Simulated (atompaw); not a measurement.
## Which setting gave this result? (silver (Ag), PAW (atompaw))

Base potential:

silver, PAW, made with atompaw 4.2.0.5 (PBE, scalar-relativistic). Core [Kr], reference 4d10 5s1 5p0. Waves: 5s (bound): rc 2.75 bohr; 5s channel at 0.05 Ry: rc 2.75 bohr; 5p (bound, empty): rc 2.75 bohr; 5p channel at 3.2 Ry: rc 2.75 bohr; 4d (bound): rc 2.75 bohr; 4d channel at 1.45 Ry: rc 1.70 bohr. Local part: troulliermartins scheme with l = 3 at 0 Ry, radius 2.45 bohr. Core correction: smooth core density matched at 2.00 bohr. Augmentation charge: sinc compensation charge, radius 2.15 bohr; PAW radius 2.75 bohr; waves and projectors: custom rrkj gramschmidtortho.

Cutoffs, loose and tight: the cutoffs (Ry, on a coarse ladder) from which the occupation-weighted sum of valence levels, in a spherical-Bessel basis at the reference potential, stays within 10 and 1 mRy of its value at 400 Ry. They see the waves, projectors and local potential, not the compensation charge or the core.

Only the scale of all radii (base = 1) is moved:

```
scale of all radii (base = 1)  cutoff, loose  cutoff, tight  bound ghosts
                         0.75          25 Ry          40 Ry          s, p
                         0.96          15 Ry          25 Ry             s
                         1.06          12 Ry          18 Ry          none
                         1.19           8 Ry          12 Ry          none
                         1.27           8 Ry          10 Ry          none
```

Problem. One more run gave cutoff, loose: 18 Ry; cutoff, tight: 35 Ry; bound ghosts: s. Which value of the scale of all radii (base = 1) was used?

Solution. 0.85. The tight cutoff moves one way along this sweep, from 40 Ry at 0.75 to 10 Ry at 1.27, which places the run between 0.75 and 0.96.
